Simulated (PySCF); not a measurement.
The vertical singlet excitations below were computed for one of the candidates. Level of theory: TDDFT CAM-B3LYP/def2-SVPD, vertical, gas phase, core orbitals frozen in the response in PySCF. Geometries: PBE0-D3(BJ)/def2-SVP, one conformer each. The highest level found (8.15 eV, f 0.0053 so far) is left out, since the window may have cut off a degenerate partner.

```json
{"state": "S1", "ν̃ (cm⁻¹)": "39400", "f": "0.138", "main configurations (H = HOMO, L = LUMO)": "H→L (98%)"}
{"state": "S2", "ν̃ (cm⁻¹)": "53150", "f": "0.0069", "main configurations (H = HOMO, L = LUMO)": "H→L+1 (91%)"}
{"state": "S3", "ν̃ (cm⁻¹)": "54190", "f": "0.0077", "main configurations (H = HOMO, L = LUMO)": "H-2→L (90%)"}
{"state": "S4", "ν̃ (cm⁻¹)": "56570", "f": "0.040", "main configurations (H = HOMO, L = LUMO)": "H-1→L (62%), H→L+4 (16%), H→L+5 (10%)"}
{"state": "S5", "ν̃ (cm⁻¹)": "58030", "f": "0.0094", "main configurations (H = HOMO, L = LUMO)": "H-3→L (55%), H→L+3 (22%), H→L+4 (9%)"}
{"state": "S6", "ν̃ (cm⁻¹)": "58080", "f": "0.013", "main configurations (H = HOMO, L = LUMO)": "H-3→L (36%), H→L+3 (32%), H→L+2 (9%)"}
{"state": "S7", "ν̃ (cm⁻¹)": "58950", "f": "0.011", "main configurations (H = HOMO, L = LUMO)": "H→L+2 (74%), H→L+3 (11%)"}
{"state": "S8", "ν̃ (cm⁻¹)": "61480", "f": "0.062", "main configurations (H = HOMO, L = LUMO)": "H→L+4 (51%), H→L+3 (27%)"}
{"state": "S9", "ν̃ (cm⁻¹)": "64260", "f": "0.341", "main configurations (H = HOMO, L = LUMO)": "H→L+5 (60%), H-1→L (18%)"}
```

Triplets computed (Tamm–Dancoff): 2.87, 4.80, 6.37, 6.50 eV.

**Question.** Which structure fits? All have the formula C6H6F2.
A. `F/C=C1C=C/1CCF`
B. `FC1=CC[C@H](F)C=C1`
C. `FC1=CCC=C[C@@H]1F`

**Answer.** B. Its S1 lies at 4.89 eV; the nearest of the others has S1 at 4.47 eV. S1 is HOMO→LUMO (98%). Löwdin shares by element: HOMO carbon 76% or more (atoms not listed hold the other 24%); LUMO carbon 73% or more (atoms not listed hold the other 27%). At the same level the other candidates give, for their lowest levels:
- `F/C=C1C=C/1CCF`: 4.47 eV (f 0.031); 5.67 eV (f 0.007); 5.95 eV (f 0.005); 6.39 eV (f 0.019); 6.79 eV (f 0.002); T1 3.37 eV; HOMO -7.15, LUMO 0.54 eV
- `FC1=CCC=C[C@@H]1F`: 6.58 eV (f 0.053); 6.78 eV (f 0.016); 7.07 eV (f 0.081); 7.22 eV (f 0.004); 7.44 eV (f 0.018); T1 4.28 eV; HOMO -8.86, LUMO 0.76 eV

Orbitals of the list HOMO-3 to LUMO+2 that lie within 0.01 eV of each other are written together with a slash and their weights summed (≥ marks a lower bound); for degenerate orbitals outside that list single weights are arbitrary.
